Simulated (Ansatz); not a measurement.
Cartesian coordinates in Å:
```
Cl 0.213 -1.232 -2.488
W -0.091 0.036 -0.423
Cl -1.163 1.610 -1.950
C 2.162 0.460 -1.064
C 2.087 -0.326 0.118
C 1.463 0.499 1.110
C 1.085 1.744 0.509
C 1.561 1.701 -0.829
C -0.843 -1.839 0.618
C -1.821 -1.598 -0.385
C -2.422 -0.357 -0.152
C -1.846 0.231 1.007
C -0.902 -0.722 1.513
H 2.523 0.117 -2.018
H 2.519 -1.304 0.258
H 1.385 0.263 2.156
H 0.632 2.593 0.995
H 1.389 2.458 -1.576
H -0.261 -2.739 0.733
H -1.994 -2.218 -1.249
H -3.128 0.123 -0.808
H -2.150 1.157 1.466
H -0.397 -0.655 2.459
```

Charge 0, multiplicity 1. W takes the def2 core potential.

Question: List the CAM-B3LYP/def2-TZVPP orbital energies in eV (the Gaussian-basis code of Ansatz). (Best estimate.)

Answer: Ansatz gave: Occupied: -2762.37, -2762.37, -280.07, -280.07, -279.92, -279.92, -279.90, -279.90, -279.78, -279.78, -279.78, -279.78, -257.14, -257.14, -196.19, -196.19, -196.06, -196.06, -196.05, -196.05, -83.94, -47.45, -46.92, -46.43, -27.66, -27.12, -22.83, -22.56, -22.55, -22.50, -22.47, -22.12, -18.15, -17.65, -17.53, -17.47, -17.44, -17.10, -14.57, -13.81, -13.81, -13.75, -13.66, -13.17, -12.95, -12.93, -12.80, -12.64, -10.71, -10.63, -10.50, -10.27, -10.13, -9.89, -9.59, -8.42, -8.20, -8.12, -6.55. Lowest empty: -0.09, 0.24, 0.55, 1.28, 1.41, 1.90, 2.11, 2.28.
